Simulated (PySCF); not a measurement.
In(F)(Me)(OH) (CH4FInO), SMILES [In]([CH3])([F])[OH]. Atoms are numbered in the order given.

```xyz
8

In    -0.0250     0.0177     0.0000
F      1.7547    -0.8516     0.0000
C     -0.2379     2.1552     0.0000
H      0.2529     2.5547     0.8978
H     -1.3039     2.4157     0.0000
H      0.2529     2.5547    -0.8978
O     -1.4172    -1.4200     0.0000
H     -1.0039    -2.2961     0.0000
```
Charge 0, spin multiplicity 1.

Coordinates come from a B3LYP-D3(BJ)/def2-SVP optimisation. The def2 effective core potentials stand for the cores of In; spin–orbit coupling is left out. The values are those of a single conformer.

These are B3LYP-D3(BJ)/def2-SVP (PySCF 2.14.0) values and carry that method's errors.

Frequencies are harmonic and unscaled.

Computed normal modes with their intensities:
```
mode  ν (cm⁻¹)  IR (km/mol)   moving atoms (share of kinetic energy)
----  --------  -----------  ---------------------------------------
1           23          0.1                                   H 96 %
2           99          2.4   C 36 %, H 21 %, O 20 %, In 14 %, F 9 %
3          128         10.6  In 29 %, O 21 %, C 18 %, F 18 %, H 14 %
4          138         32.7                  F 49 %, O 32 %, In 11 %
5          337        116.4                                   H 91 %
6          497          0.3                           C 69 %, H 16 %
7          587         65.2                          F 81 %, In 15 %
8          608         67.7                          O 79 %, In 15 %
9          737         26.4                           H 85 %, C 14 %
10         750         16.0                           H 86 %, C 13 %
11         820         90.5                                   H 92 %
12        1185          2.1                           H 83 %, C 17 %
13        1430          2.0                                   H 95 %
14        1434          2.0                                   H 95 %
15        3058          2.7                                   H 98 %
16        3170          0.2                           H 90 %, C 10 %
17        3181          0.4                           H 90 %, C 10 %
18        3812         54.6                                   H 94 %
```
